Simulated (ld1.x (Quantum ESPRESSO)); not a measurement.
## What the settings do to the RRKJ potential of F (Z = 9)

Base potential:

fluorine, norm-conserving RRKJ (Kleinman–Bylander form), made with ld1.x (Quantum ESPRESSO) 7.5 (PBE, scalar-relativistic). Core [He], reference 2s2 2p5. Waves: 2s (bound): rc 0.75 bohr; 3d channel at -0.15 Ry: rc 1.40 bohr; 2p (bound): rc 1.70 bohr. Local part: the p channel. Core correction: a·sin(br)/r model core inside 0.75 bohr. rho0 = 0.005.

All-electron outer shells of the reference configuration (PBE, scalar-relativistic, ld1.x):

```json
{"shell": "1s", "level (eV)": "-663.37", "outermost node (bohr)": "–", "outermost maximum (bohr)": "0.11"}
{"shell": "2s", "level (eV)": "-29.90", "outermost node (bohr)": "0.24", "outermost maximum (bohr)": "0.76"}
{"shell": "2p", "level (eV)": "-11.11", "outermost node (bohr)": "–", "outermost maximum (bohr)": "0.71"}
```

Cutoffs, loose and tight: the cutoffs (Ry, on a coarse ladder) from which the occupation-weighted sum of valence levels, in a spherical-Bessel basis at the reference potential, stays within 10 and 1 mRy of its value at 400 Ry. They do not see the model core or the augmentation charge, which bear on the density cutoff. Test errors are all-electron minus pseudo excitation energies from the reference, over the configurations 2s2 2p4; 2s2 2p3; 2s2 2p2; 2s2 2p4.5; 2s1 2p5; 2s1 2p6; 2s2 2p5.3. A dash means not determined; rows that change the core or the reference have their own tests.

```tsv
change	outcome	cutoff, loose	cutoff, tight	bound ghosts	largest test error (meV)
base	generated	180 Ry	230 Ry	none	+1241
wave 2s (bound): rc 0.75 bohr becomes 2s (bound): rc 0.48 bohr	failed: compute_chi: n is too large	–	–	–	–
wave 2s (bound): rc 0.75 bohr becomes 2s (bound): rc 0.64 bohr	generated	230 Ry	over 300 Ry	none	+1249
wave 2s (bound): rc 0.75 bohr becomes 2s (bound): rc 0.74 bohr	generated	180 Ry	230 Ry	none	+1241
wave 2s (bound): rc 0.75 bohr becomes 2s (bound): rc 0.84 bohr	generated	160 Ry	200 Ry	none	+1233
wave 2s (bound): rc 0.75 bohr becomes 2s (bound): rc 0.92 bohr	generated	140 Ry	180 Ry	none	+1223
wave 2s (bound): rc 0.75 bohr becomes 2s (bound): rc 1.06 bohr	generated	120 Ry	160 Ry	none	+1194
wave 2s (bound): rc 0.75 bohr becomes 2s (bound): rc 1.12 bohr	generated	120 Ry	140 Ry	none	+1173
```

Task: What comes out with this change to the base: wave 2s (bound): rc 0.75 bohr becomes 2s (bound): rc 0.58 bohr?

Result: outcome: generated; cutoff, loose: over 300 Ry; cutoff, tight: over 300 Ry; bound ghosts: none; largest test error (meV): +1257.

Reading the sweep of the s radius (base included, trends over the rows without a ghost): The loose cutoff falls from 230 Ry at 0.64 to 120 Ry at 1.12 bohr. A larger radius leaves more room for a smooth pseudo-wave, so fewer plane waves are needed; a smaller one forces it to follow the all-electron wave where it bends sharply. The median size of the test errors (rows with all tests solved) rises from 10.8 meV at 0.58 to 14.8 meV at 1.12 bohr. More of the atom is replaced by a form fitted at one configuration, so other configurations suffer as the radius grows. The generation fails at 0.48 bohr.
